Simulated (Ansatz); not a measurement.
Stepwise reaction of `F[SiH2][SiH](F)S` with water, as a gas-phase model of exchange steps in deposition or etching. ΔE in kJ/mol.

Computed with Ansatz on PBE0-D4/def2-TZVP structures; ΔE is electronic, products minus reactants. CBS: MP2 limit from def2 TZ/QZ plus the TZ coupled-cluster correction, frozen cores. This one scheme is used for every species. Functionals use def2-TZVPP. B3LYP here is the variant with VWN-RPA as its local correlation; programs differ in this. One conformer a species, not always the lowest.

```tsv
step	reaction	PBE-D4	B3LYP-D4	ωB97M-V	CCSD(T)/CBS
1	`F[SiH2][SiH](F)S` + H₂O → `O[SiH2][SiH](F)S` + H–F	39.9	43.2	42.8	41.7
2	`O[SiH2][SiH](F)S` + H₂O → `O[SiH2][SiH](O)S` + H–F	34.8	36.5	36.4	35.7
```

Question: By hand: ΔE of the 2 steps together at CCSD(T)/CBS.

Answer: (41.7) + (35.7) = 77.4 kJ/mol, or 38.7 kJ/mol a step.

In ΔE each step is lower than the one before. All are uphill at CCSD(T)/CBS. PBE-D4 differs from CCSD(T)/CBS by -1.8 to -0.9 kJ/mol a step. Isolated molecules leave out the surface, adducts and barriers. Largest T1 diagnostic: 0.012.
